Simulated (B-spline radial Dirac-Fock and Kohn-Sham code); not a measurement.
**Two-hole binding energies of Sr**

System: neutral strontium, [Kr] 5s2.

Input of the calculation (task.json; shells as n, l, electrons):

```json
{"items": [{
  "Z": 38,
  "q": 0,
  "cfg": [[1, 0, 2], [2, 0, 2], [2, 1, 6], [3, 0, 2], [3, 1, 6], [3, 2, 10], [4, 0, 2], [4, 1, 6], [5, 0, 2]],
  "A": 88,
  "rrms": 4.224,
  "do": ["binding", "quiet", "double"]
}]}
```

Run with: `python xray_run.py task.json out`

Model: ΔSCF Dirac-Fock with Breit, self-energy and vacuum polarisation, finite nucleus, configuration average. Program: a radial B-spline solver. U is the two-hole binding energy less the two single-hole energies, the effective repulsion of the holes after relaxation. Each two-hole energy is an average over J within one jj subconfiguration.

| holes | E(a) (eV) | E(b) (eV) | E(ab) (eV) | U (eV) |
| --- | --- | --- | --- | --- |
| 1s⁻¹ 3d5/2⁻¹ | 16113.0 | 141.3 | 16290.0 | 35.7 |
| 2s⁻² | 2230.8 | 2230.8 | 4550.9 | 89.4 |
| 2s⁻¹ 2p3/2⁻¹ | 2230.8 | 1949.5 | 4261.2 | 80.9 |
| 2p1/2⁻¹ 2p3/2⁻¹ | 2016.8 | 1949.5 | 4066.0 | 99.7 |
| 2p3/2⁻² | 1949.5 | 1949.5 | 3999.8 | 100.8 |
| 2s⁻¹ 3p1/2⁻¹ | 2230.8 | 291.3 | 2559.4 | 37.3 |
| 2s⁻¹ 3p3/2⁻¹ | 2230.8 | 280.7 | 2548.2 | 36.7 |
| 2p3/2⁻¹ 3s⁻¹ | 1949.5 | 369.8 | 2356.3 | 37.0 |
| 2p1/2⁻¹ 3p3/2⁻¹ | 2016.8 | 280.7 | 2335.3 | 37.8 |
| 2p1/2⁻¹ 3d3/2⁻¹ | 2016.8 | 143.0 | 2196.1 | 36.3 |
| 2p1/2⁻¹ 3d5/2⁻¹ | 2016.8 | 141.3 | 2195.9 | 37.8 |
| 2p3/2⁻¹ 3d3/2⁻¹ | 1949.5 | 143.0 | ? | ? |
| 3d3/2⁻² | 143.0 | 143.0 | 316.4 | 30.4 |
| 3d3/2⁻¹ 3d5/2⁻¹ | 143.0 | 141.3 | 315.1 | 30.9 |

Problem. Give the missing two-hole energy and U.

Solution. E(ab) = 2130.5 eV and U = 37.9 eV.
